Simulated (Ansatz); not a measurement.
Energy needed to pull apart CH₂OSe (SMILES OC=[Se]), closed shell, into free ground-state atoms, from the structure below (at a frame of a short PBE0-D4/def2-SVP trajectory); no zero-point or spin–orbit terms; open-shell atoms are treated unrestricted, in their ground-state multiplicity.

```json
{"atom": "O1", "x (Å)": "-0.5995", "y (Å)": "-0.8051", "z (Å)": "-0.0477"}
{"atom": "C2", "x (Å)": "0.2125", "y (Å)": "0.1778", "z (Å)": "0.0908"}
{"atom": "Se3", "x (Å)": "1.7598", "y (Å)": "0.0926", "z (Å)": "0.9558"}
{"atom": "H4", "x (Å)": "-1.2084", "y (Å)": "-0.5777", "z (Å)": "-0.7667"}
{"atom": "H5", "x (Å)": "-0.0569", "y (Å)": "1.0706", "z (Å)": "-0.4736"}
```

Computed with Ansatz 0.2.0 (basis: def2-TZVPP); correlated methods freeze the cores. Filled d shells of the heavier atoms are correlated. The def2 sets are not built for correlating such inner shells, so the correlated values are less sure here.

| method | atomization energy (kJ/mol) |
| --- | --- |
| PBE-D4 | ? |
| r2SCAN-D4 | 1752 |
| PBE0-D4 | 1743 |
| wB97M-V | ? |
| HF | 1093 |
| MP2 | 1736 |
| CCSD | 1631 |
| CCSD(T) | 1680 |

What does PBE-D4 give? (To be estimated.)

The calculation gives: 1820 kJ/mol, which is about 139 kJ/mol more than CCSD(T)/def2-TZVPP.

What does wB97M-V give? (To be estimated.)

By the calculation: 1730 kJ/mol, which is about 49 kJ/mol more than CCSD(T)/def2-TZVPP.

In triple zeta the MP2 and coupled-cluster atomization energies are still short of their basis limit by a few kcal/mol a bond, whereas those of the functionals are nearly converged, so these differences are not deviations from converged CCSD(T).

The T1 diagnostic stays at or below 0.018. The restricted Hartree–Fock reference is unstable towards an unrestricted one here.

For scale, one of the runs: CCSD(T)/def2-TZVPP forces, 138 basis functions, launched by `ansatz run in.yaml --threads 2 --pin off --events-out ev --progress --plain --max-ram 3481MiB`. The run took 4.2 min on 2 CPU threads of an Intel Xeon (shared host), with 1.3 GiB of host memory at its peak.
